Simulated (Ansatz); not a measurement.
Relaxation of CH5NOSi (9 atoms, charge 0, multiplicity 1), to a largest force component of 0.015 eV/Å in at most 40 steps.

Computed with RKS PBE0-D4/6-31G* (Ansatz).

```xyz
9
Properties=species:S:1:pos:R:3:forces:R:3
C -0.192 0.816 -0.954 0.09 -0.29 0.33
Si 0.213 -0.442 0.387 0.91 -0.04 -1.05
N 1.498 -1.395 0.195 -0.80 0.64 0.06
O -0.870 -0.357 1.596 -0.03 -0.51 0.77
H -0.210 1.833 -0.564 -0.03 0.17 0.14
H 0.559 0.772 -1.733 0.28 -0.09 -0.20
H -1.160 0.617 -1.413 -0.22 -0.06 -0.03
H 1.770 -2.091 0.874 0.04 -0.14 0.15
H -1.609 0.248 1.613 -0.22 0.31 -0.19
```

Q: Where does it end, and by what steps?

A: The run converged. After 6 steps the energy has fallen by 0.048 eV; H9 moved furthest, 0.07 Å.

```json
{"step": "0", "energy less start (eV)": "0.0000", "largest force component (eV/Å)": "1.046", "accepted": "yes"}
{"step": "1", "energy less start (eV)": "-0.0270", "largest force component (eV/Å)": "0.667", "accepted": "yes"}
{"step": "2", "energy less start (eV)": "-0.0424", "largest force component (eV/Å)": "0.172", "accepted": "yes"}
{"step": "3", "energy less start (eV)": "-0.0467", "largest force component (eV/Å)": "0.106", "accepted": "yes"}
{"step": "4", "energy less start (eV)": "-0.0481", "largest force component (eV/Å)": "0.033", "accepted": "yes"}
{"step": "5", "energy less start (eV)": "-0.0482", "largest force component (eV/Å)": "0.017", "accepted": "yes"}
{"step": "6", "energy less start (eV)": "-0.0482", "largest force component (eV/Å)": "0.003", "accepted": "yes"}
```

```xyz
9
Properties=species:S:1:pos:R:3
C -0.196 0.815 -0.946
Si 0.217 -0.436 0.371
N 1.487 -1.377 0.203
O -0.868 -0.390 1.616
H -0.194 1.835 -0.548
H 0.555 0.747 -1.737
H -1.182 0.627 -1.384
H 1.764 -2.076 0.882
H -1.582 0.255 1.544
```

Whether the end is a true minimum wasn't checked by a vibrational analysis.

Time of the run: 25 s on 1 thread of Arm Neoverse V1, on a shared host, peak memory 0.14 GiB.
